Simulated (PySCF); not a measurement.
## Peak assignment

Bonds (- single, = double, # triple, : aromatic): C1-Si2, Si2-Si3, Si3-C4, C4=C5, C5-F6, C4-Si7, Si7-C8, C8#N9. C1 carries H10, H11, H12; Si2 carries H13, H14; Si3 carries H15, H16; C5 carries H17; Si7 carries H18, H19. Stereochemistry as in C[SiH2][SiH2]/C(=C\F)[SiH2]C#N.

Computed data (PySCF 2.14): GFN2-xTB geometry, σ from GIAO-PBE0/pcSseg-1. No solvent model, relativity neglected, one computed conformer, one averaged value for each set of equivalent atoms.

δ = σ(ref) − σ, references computed at the same level: ¹³C, ¹H vs TMS.

Task: Assign these signals to the numbered atoms. ¹³C{¹H} NMR (computed): δ 172.0, 123.2, 105.3, -8.4.

Result: 
172.0 → C5, alkene CH
123.2 → C8, nitrile carbon: C≡N carbons fall here, among the sp2 signals but without a proton
105.3 → C4, fully substituted alkene carbon: an sp2 carbon of a C=C bond
-8.4 → C1, methyl carbon bonded to Si: an electropositive neighbour leaves it electron-rich and shielded

Task: Assign these signals to the numbered atoms. ¹H NMR (300 MHz, computed): δ 7.13 (m, 1H), 4.69 (s, 2H), 4.41 (t, 2H), 4.04 (m, 2H), 0.34 (t, 3H).

Result: 
7.13 → H17, hydrogen on an alkene CH: attached to an sp2 carbon and in the plane of the double bond
4.69 → H18/H19, hydrogen on a silicon bonded to 2 C
4.41 → H15/H16, hydrogen on a silicon bonded to C, Si
4.04 → H13/H14, hydrogen on a silicon bonded to C, Si
0.34 → H10/H11/H12, hydrogen on a methyl carbon bonded to Si: an electropositive neighbour shields it, as in TMS itself

Splittings by ¹⁹F in the carbon and heteronuclear signals aren't shown, as no couplings were computed. Shifts are as computed. Against solution values, carbons near 30 ppm lie about +3 ppm off and those near 130 ppm about +5 ppm. Of 1211 compounds with measured shifts, 218 miss one by over three times the rms of a fit or turn the order of signals round; such compounds aren't used in these exercises. Multiplicities follow the n + 1 count of equivalent neighbours, as no J values were calculated; m marks all less simple cases, F and P coupling included.
